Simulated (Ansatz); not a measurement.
`B[SiH](B)O` at its PBE0-D4/def2-TZVP geometry, where that method's forces vanish. The species carries charge 0 and has multiplicity 1.

```xyz
10

B    -0.1441    0.7599    1.5116
Si   -0.2144    0.2223   -0.4178
B     0.2471   -1.7153   -0.5629
O     0.6901    1.1319   -1.4705
H    -0.7852    0.1346    2.3056
H     0.4964    1.6844    1.9224
H    -1.6804    0.3276   -0.7465
H    -0.4173   -2.5045    0.0428
H     1.1670   -2.1250   -1.2061
H     0.6409    2.0840   -1.3787
```

(1) What forces (eV/Å) does r2SCAN-D4/def2-TZVPP give on these atoms in Ansatz? (Estimate.)

## Answers

(1) Computed: 
```
B1  -0.036 -0.027  0.015
Si2  0.033 -0.022  0.043
B3  -0.030 -0.010  0.019
O4   0.025  0.010 -0.053
H5   0.021  0.025 -0.023
H6  -0.012 -0.033 -0.023
H7  -0.005 -0.019  0.021
H8   0.025  0.027 -0.022
H9  -0.025  0.022  0.022
H10  0.005  0.027  0.001
```
